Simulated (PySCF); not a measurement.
**Molecular orbitals of BPb**

CAM-B3LYP at R = 2.250 Å; basis B def2-TZVPP, Pb def2-TZVPP with ECP60; scalar-relativistic core potentials; PySCF 2.14. State: ⁴Σ⁻ (quartet), unpaired electrons σ ↑, π ↑↑. Only the outer orbitals are listed, counted within each symmetry, core potentials removing the inner ones.

| spin | orbital | occ. | ε (eV) | on B (%) | main shells (%) |
| --- | --- | --- | --- | --- | --- |
| α | 5σ | 1 | -16.73 | 27 | 71 Pb s, 22 B s |
| α | 6σ | 1 | -11.76 | 64 | 62 B s, 22 Pb s, 13 Pb p |
| α | 7σ | 1 | -7.19 | 59 | 51 B p, 38 Pb p |
| α | 3π | 1 | -6.75 | 41 | 57 Pb p, 40 B p |
| α | 3π | 1 | -6.75 | 41 | 57 Pb p, 40 B p |
| α | 4π | 0 | -0.78 | 53 | 53 B p, 44 Pb p |
| α | 4π | 0 | -0.78 | 53 | 53 B p, 44 Pb p |
| α | 8σ | 0 | 1.39 | 11 | 106 Pb p, 26 B p |
| β | 5σ | 1 | -15.08 | 22 | 77 Pb s, 18 B s |
| β | 6σ | 1 | -9.73 | 59 | 59 B s, 20 Pb p, 19 Pb s |
| β | 3π | 0 | -2.05 | 26 | 74 Pb p, 25 B p |
| β | 3π | 0 | -2.05 | 26 | 74 Pb p, 25 B p |
| β | 7σ | 0 | -1.53 | 62 | 40 Pb p, 32 B p, 30 B s |

Task: Which are the highest filled and the lowest empty level, where do they sit, and how wide is the gap?

Result: Highest filled α 3π at -6.75 eV (in %: 57 Pb p, 40 B p); lowest empty β 3π at -2.05 eV (in %: 74 Pb p, 25 B p); the gap at CAM-B3LYP is 4.70 eV. Both belong to one degenerate shell, split only by its one-sided filling, so this is no excitation gap.

The bond order (Mayer) is 1.83, the ⟨S²⟩ is 3.755 and the charge on B (Mulliken, basis-dependent) is -0.17. The charge on B (Löwdin, basis-dependent) is -0.36. The dipole moment (positive dipole means B(−)Pb(+)) is 1.83 D, the polarisability along the bond is 109.9 bohr³ and the polarisability across the bond is 48.8 bohr³.

Shares are Mulliken populations and can fall outside 0 to 100 %.

Spin–orbit coupling is left out, which matters for elements this heavy, above all for dissociation energies. The state was picked by a PBE0 search and need not be the measured ground state.
